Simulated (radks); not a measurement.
Values are calculated unless marked as measured or tabulated.
The magnesium ion Mg2+ inside a hard spherical wall (all orbitals vanish at R), configuration held at [Ne] and not refilled when levels cross. Code: a radial shooting solver on a logarithmic mesh with Libxc functionals. Model: non-relativistic Kohn-Sham, PBE, spin-polarised, spherical densities, point nucleus. Eigenvalues in eV for spin up, with the zero of energy where the potential of the charges vanishes at infinity; a dash marks a level that is unbound or too diffuse for the functional's potential to be trusted. A positive occupied level is held by the wall or, in an anion where self-interaction has pushed it up, behind a barrier. The pressure on the wall is -dE/dV.

| R (bohr) | E (hartree) | kinetic (hartree) | e(1s) | e(2s) | e(2p) | e(3s, empty) | e(3p, empty) | pressure (GPa) |
|---|---|---|---|---|---|---|---|---|
| free | -199.11174 | 198.777 | -1277.7 | -99.644 | -66.718 | - | - | 0 |
| 20 | -199.11174 | 198.777 | -1277.7 | -99.644 | -66.718 | - | - | < 0.0001 |
| 15 | -199.11174 | 198.777 | -1277.7 | -99.644 | -66.718 | - | - | < 0.0001 |
| 12 | -199.11174 | 198.777 | -1277.7 | -99.644 | -66.718 | - | - | < 0.0001 |
| 10 | -199.11174 | 198.777 | -1277.7 | -99.644 | -66.718 | - | - | < 0.0001 |
| 5 | -199.11173 | 198.777 | -1277.7 | -99.643 | -66.718 | -17.796 | -11.739 | 0.000714 |
| 3.5 | -199.11094 | 198.787 | -1277.7 | -99.611 | -66.681 | -13.538 | -5.646 | 0.607 |
| 3 | -199.10600 | 198.838 | -1277.4 | -99.464 | -66.514 | -7.948 | 1.061 | 5.84 |
| 2.5 | -199.07180 | 199.120 | -1276.3 | -98.744 | -65.684 | 5.105 | 15.251 | 57.7 |
| 2 | -198.83902 | 200.592 | -1271.2 | -95.447 | -61.897 | 38.556 | 48.265 | 613 |
